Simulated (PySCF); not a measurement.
CH9NSi4, SMILES [SiH3][SiH2][Si@H]1C=N[SiH2]1. Atoms are numbered in the order given.

```xyz
15

Si     1.6172     1.2081    -1.4392
Si     1.6748    -0.9233    -0.4448
Si    -0.2312    -1.0519     0.9257
C     -0.6442     0.7017     1.6456
N     -1.6504     1.2001     1.0122
Si    -2.1899    -0.1697    -0.0458
H      0.2970     1.4041    -2.1060
H      2.7016     1.3667    -2.4524
H      1.7811     2.2468    -0.3814
H      1.6230    -1.9922    -1.4885
H      2.9338    -1.0948     0.3432
H     -0.2071    -2.2188     1.8624
H     -0.1243     1.2985     2.4219
H     -2.2644     0.1855    -1.4914
H     -3.5152    -0.6931     0.3901
```

The structure is a stationary point at B3LYP-D3(BJ)/def2-SVP. The structure was generated by enumeration; whether it is a known compound was not checked. The values are those of a single conformer.

All values below come from SMD-M06-2X/6-31G* in PySCF.

Solvation free energies are E(SMD) − E(gas) at the gas-phase geometry, for 1 M in both phases. In vacuum the dipole moment is 1.92 D.

Problem. Estimate the solvation free energies in water, toluene, n-hexane. (Estimate from the structure and the level; the computed values follow.)

Solution. 
```csv
solvent,ΔG(solv) (kcal/mol),its non-electrostatic (CDS) part,dipole (D)
water,1.7,5.4,2.79
toluene,-1.5,0.2,2.26
n-hexane,-1.4,-0.1,2.17
```
